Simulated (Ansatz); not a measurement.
Ansatz (a first-principles code) was given this input:
Ansatz 0.2 input:
```yaml
crystal:
  periodic: [false, false, false]
  atoms:
    - {symbol: N, position_ang: [-0.00088861, 0.00220129, 0.11002386]}
    - {symbol: H, position_ang: [0.01587655, 0.93846578, -0.27548989]}
    - {symbol: H, position_ang: [0.81249024, -0.48875726, -0.24050098]}
    - {symbol: H, position_ang: [-0.82214652, -0.46511757, -0.25417613]}
basis:
  gaussian:
    orbitals: pcseg-0.json
hamiltonian:
  xc: pbe
```
The basis file holds pcseg-0 in the JSON format of the Basis Set Exchange.

Task: What number of basis functions does PBE/pcseg-0 (Ansatz) give?

Result: 15

Task: What total energy does PBE/pcseg-0 give?

Result: -56.307484 Ha
